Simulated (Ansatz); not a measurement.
Job for Ansatz (an electronic-structure program): R-PBE/def2-TZVPP on AlH4 (SMILES [AlH4-]). Charge -1.

Ansatz 0.2 input:
```yaml
crystal:
  periodic: [false, false, false]
  atoms:
    - {symbol: Al, position_ang: [0.00000000, 0.00000000, -0.00000000]}
    - {symbol: H, position_ang: [0.63288313, 1.23593520, -0.89684511]}
    - {symbol: H, position_ang: [-1.13400259, 0.60007615, 1.04228345]}
    - {symbol: H, position_ang: [1.20741590, -0.73076965, 0.86054088]}
    - {symbol: H, position_ang: [-0.70629643, -1.10524170, -1.00597921]}
basis:
  gaussian:
    orbitals: def2-TZVPP
hamiltonian:
  xc: {name: PBE}
total_charge: -1
accuracy: high
phonons: {}
scf: {lower_state_search: off}
```

It printed:

```
WARN ansatz: RAYON_NUM_THREADS=2 ignored (pool sized by the plan → 2); use --threads N
Functional definition: PBE
these checks for a lower state are left out or cut short: stability, starts, cluster_reference, orbital_swaps, neighbouring_geometries, increment
integrals: 0.12 GiB planned
1755 factors; integrals over basis functions are off by at most 2.2e-9 eV
mean field: 0.28 GiB planned
mean field evaluation 1: about -6657.7342 eV, gradient 1.4e1 eV
mean field evaluation 2: about -6658.2909 eV, gradient 8.9e0 eV
mean field evaluation 4: about -6658.5164 eV, gradient 1.3e-1 eV
mean field evaluation 8: about -6658.5163 eV, gradient 7.0e-5 eV
mean field evaluation 16: about -6658.5163 eV, gradient 2.0e-8 eV
mean field -6658.51634298 eV, -244.6959623000 hartree, gradient 2.0e-8 eV, S^2 0.000000; 0 other end points of the search recorded, 0 dependent functions left out
the calculation of the forces begins
reference -6658.51634619 eV, -244.6959624182 hartree; 9, 9 occupied and 89, 89 virtual orbitals, 1755 factors
these checks for a lower state are left out or cut short: stability, starts, cluster_reference, orbital_swaps, neighbouring_geometries, increment
integrals: 0.12 GiB planned
1755 factors; integrals over basis functions are off by at most 2.2e-9 eV
mean field: 0.28 GiB planned
mean field -6658.51629463 eV, -244.6959605232 hartree, gradient 7.2e-8 eV, S^2 0.000000; 0 other end points of the search recorded, 0 dependent functions left out
the calculation of the forces begins
reference -6658.51629785 eV, -244.6959606414 hartree; 9, 9 occupied and 89, 89 virtual orbitals, 1755 factors
these checks for a lower state are left out or cut short: stability, starts, cluster_reference, orbital_swaps, neighbouring_geometries, increment
integrals: 0.12 GiB planned
1755 factors; integrals over basis functions are off by at most 2.2e-9 eV
mean field: 0.28 GiB planned
mean field -6658.51629463 eV, -244.6959605232 hartree, gradient 7.2e-8 eV, S^2 0.000000; 0 other end points of the search recorded, 0 dependent functions left out
the calculation of the forces begins
reference -6658.51629785 eV, -244.6959606414 hartree; 9, 9 occupied and 89, 89 virtual orbitals, 1755 factors
these checks for a lower state are left out or cut short: stability, starts, cluster_reference, orbital_swaps, neighbouring_geometries, increment
integrals: 0.12 GiB planned
1755 factors; integrals over basis functions are off by at most 2.2e-9 eV
mean field: 0.28 GiB planned
mean field evaluation 32: about -6658.5163 eV, gradient 1.7e-5 eV
mean field -6658.51632813 eV, -244.6959617542 hartree, gradient 3.3e-8 eV, S^2 0.000000; 0 other end points of the search recorded, 0 dependent functions left out
the calculation of the forces begins
reference -6658.51633134 eV, -244.6959618724 hartree; 9, 9 occupied and 89, 89 virtual orbitals, 1755 factors
these checks for a lower state are left out or cut short: stability, starts, cluster_reference, orbital_swaps, neighbouring_geometries, increment
integrals: 0.12 GiB planned
1755 factors; integrals over basis functions are off by at most 2.2e-9 eV
mean field: 0.28 GiB planned
mean field -6658.51632812 eV, -244.6959617540 hartree, gradient 3.5e-8 eV, S^2 0.000000; 0 other end points of the search recorded, 0 dependent functions left out
the calculation of the forces begins
reference -6658.51633134 eV, -244.6959618722 hartree; 9, 9 occupied and 89, 89 virtual orbitals, 1755 factors
these checks for a lower state are left out or cut short: stability, starts, cluster_reference, orbital_swaps, neighbouring_geometries, increment
integrals: 0.12 GiB planned
1755 factors; integrals over basis functions are off by at most 2.2e-9 eV
mean field: 0.28 GiB planned
mean field -6658.51633189 eV, -244.6959618924 hartree, gradient 2.9e-8 eV, S^2 0.000000; 0 other end points of the search recorded, 0 dependent functions left out
the calculation of the forces begins
reference -6658.51633510 eV, -244.6959620106 hartree; 9, 9 occupied and 89, 89 virtual orbitals, 1755 factors
these checks for a lower state are left out or cut short: stability, starts, cluster_reference, orbital_swaps, neighbouring_geometries, increment
integrals: 0.12 GiB planned
1755 factors; integrals over basis functions are off by at most 2.2e-9 eV
mean field: 0.28 GiB planned
mean field -6658.51633187 eV, -244.6959618918 hartree, gradient 2.8e-8 eV, S^2 0.000000; 0 other end points of the search recorded, 0 dependent functions left out
the calculation of the forces begins
reference -6658.51633509 eV, -244.6959620100 hartree; 9, 9 occupied and 89, 89 virtual orbitals, 1755 factors
these checks for a lower state are left out or cut short: stability, starts, cluster_reference, orbital_swaps, neighbouring_geometries, increment
integrals: 0.12 GiB planned
1755 factors; integrals over basis functions are off by at most 2.2e-9 eV
mean field: 0.28 GiB planned
mean field -6658.51631877 eV, -244.6959614102 hartree, gradient 4.3e-8 eV, S^2 0.000000; 0 other end points of the search recorded, 0 dependent functions left out
the calculation of the forces begins
reference -6658.51632198 eV, -244.6959615284 hartree; 9, 9 occupied and 89, 89 virtual orbitals, 1755 factors
these checks for a lower state are left out or cut short: stability, starts, cluster_reference, orbital_swaps, neighbouring_geometries, increment
integrals: 0.12 GiB planned
1755 factors; integrals over basis functions are off by at most 2.2e-9 eV
mean field: 0.28 GiB planned
mean field evaluation 64: about -6658.5163 eV, gradient 9.9e-6 eV
mean field -6658.51631867 eV, -244.6959614068 hartree, gradient 4.7e-8 eV, S^2 0.000000; 0 other end points of the search recorded, 0 dependent functions left out
the calculation of the forces begins
reference -6658.51632189 eV, -244.6959615249 hartree; 9, 9 occupied and 89, 89 virtual orbitals, 1755 factors
these checks for a lower state are left out or cut short: stability, starts, cluster_reference, orbital_swaps, neighbouring_geometries, increment
integrals: 0.12 GiB planned
1755 factors; integrals over basis functions are off by at most 2.2e-9 eV
mean field: 0.28 GiB planned
mean field -6658.51633657 eV, -244.6959620645 hartree, gradient 1.9e-8 eV, S^2 0.000000; 0 other end points of the search recorded, 0 dependent functions left out
the calculation of the forces begins
reference -6658.51633978 eV, -244.6959621826 hartree; 9, 9 occupied and 89, 89 virtual orbitals, 1755 factors
these checks for a lower state are left out or cut short: stability, starts, cluster_reference, orbital_swaps, neighbouring_geometries, increment
integrals: 0.12 GiB planned
1755 factors; integrals over basis functions are off by at most 2.2e-9 eV
mean field: 0.28 GiB planned
mean field -6658.51633659 eV, -244.6959620654 hartree, gradient 2.0e-8 eV, S^2 0.000000; 0 other end points of the search recorded, 0 dependent functions left out
the calculation of the forces begins
reference -6658.51633981 eV, -244.6959621835 hartree; 9, 9 occupied and 89, 89 virtual orbitals, 1755 factors
Total energy: -6658.51634619 eV, -244.6959624182 hartree
Atom 0 at     0.000000     0.000000     0.000000 Å, force     0.000000    -0.000000    -0.000000 eV/Å
Atom 1 at     0.632883     1.235935    -0.896845 Å, force    -0.000004    -0.000007     0.000005 eV/Å
Atom 2 at    -1.134003     0.600076     1.042283 Å, force     0.000006    -0.000003    -0.000006 eV/Å
Atom 3 at     1.207416    -0.730770     0.860541 Å, force    -0.000007     0.000004    -0.000005 eV/Å
Atom 4 at    -0.706296    -1.105242    -1.005979 Å, force     0.000004     0.000006     0.000006 eV/Å
Dipole moment:    -0.000000     0.000000     0.000000 e Å
Vibrations: 730.48 730.49 736.98 736.98 736.99 1608.27 1608.28 1608.28 1675.29 cm⁻¹, zero-point energy 0.630586 eV
Checks for a lower state left out: stability, starts, cluster_reference, orbital_swaps, neighbouring_geometries, increment
```

Self-consistency was reached.

Cost: about 30 core-seconds (a rough figure).
